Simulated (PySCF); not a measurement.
# How methods differ on the ionisation energy of I⁺

I⁺ [Kr] 4d10 5s2 5p4 (3P) → I²⁺ [Kr] 4d10 5s2 5p3 (4S), as a difference of total energies. Calculation: PySCF 2.14, in def2-TZVPPD with the def2 core potential (28 electrons); scalar relativity through the core potential. Correlated levels: valence and next inner shell: nothing frozen outside the core potential. The calculations carry no spin-orbit coupling.

| method | ionisation energy (eV) | error (eV) |
| --- | --- | --- |
| UHF | 17.684 | -1.066 |
| MP2 (valence and next inner shell) | 18.398 | -0.352 |
| SCS-MP2 (valence and next inner shell) | 18.419 | -0.331 |
| CCSD (valence and next inner shell) | 18.491 | -0.259 |
| CCSD(T) (valence and next inner shell) | 18.521 | -0.229 |

Reference: 18.750 eV (measured; NIST levels, between the centres of gravity of the two terms).

Errors of the correlated levels include the incompleteness of this basis.
